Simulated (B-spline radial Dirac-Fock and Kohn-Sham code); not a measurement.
# Dipole and non-dipole photoemission parameters of As⁺ 3p3/2

System: As⁺ in the configuration [Ar] 3d10 4s2 4p2; threshold 153.5 eV (orbital energy of the model). Calculated with a radial B-spline solver, using Dirac-Hartree-Slater photoionisation with a Latter tail; cross sections with all multipoles, angular parameters from the dipole term and its interference with E2.

The run's input, task.json:

```json
{"items": [{
  "Z": 33,
  "q": 1,
  "cfg": [[1, 0, 2], [2, 0, 2], [2, 1, 6], [3, 0, 2], [3, 1, 6], [3, 2, 10], [4, 0, 2], [4, 1, 2]],
  "A": 75,
  "rrms": 4.0968,
  "do": "xps",
  "hv": [59.4, 60, 62.7, 66.6, 71.0, 74.6, 80, 100, 217.0, 240.0, 305.0, 347.0, 349.0, 512.0, 513.0, 1060.0, 1253.6, 2010.0, 2100.0, 2260.0, 2984.4, 4000, 4840.0, 5010.0, 6460.0, 7090.0, 8047.8, 9251.7, 9380.0, 10600.0]
}]}
```

Command: `python xray2_run.py task.json out`

For linearly polarised light dσ/dΩ = σ/(4π) [1 + β P₂(cos θ) + (δ + γ cos²θ) sin θ cos φ], with θ from the polarisation vector and φ the angle between the beam and the projection of the electron momentum on the plane normal to the polarisation.

```
hν (eV)  σ (kb)      β      γ      δ
    217     475  0.452  0.084  0.062
    240     489  0.753  0.160  0.045
    305     455  1.180  0.177  0.016
    347     417  1.316  0.135  0.008
    349     415  1.321  0.133  0.008
    512     268  1.540  0.004  0.000
    513     267  1.541  0.003  0.000
   1060    75.8  1.625  0.063  0.005
 1253.6    53.3  1.612  0.131  0.007
   2010    17.9  1.533  0.393  0.017
   2100    16.0  1.523  0.422  0.018
   2260    13.3  1.505  0.471  0.021
 2984.4    6.46  1.425  0.665  0.032
   4000    2.89  1.325  0.878  0.050
   4840    1.67  1.251  1.017  0.065
   5010       ?      ?      ?      ?
   6460   0.709  1.129  1.221  0.096
   7090   0.534  1.087  1.284  0.108
 8047.8   0.360  1.029  1.368  0.126
 9251.7   0.232  0.964  1.456  0.149
   9380   0.222  0.957  1.465  0.151
  10600   0.150  0.898  1.539  0.173
```

Task: Give the values at 5010 eV.

Result: σ = 1.51 kb, β = 1.237, γ = 1.042, δ = 0.069.
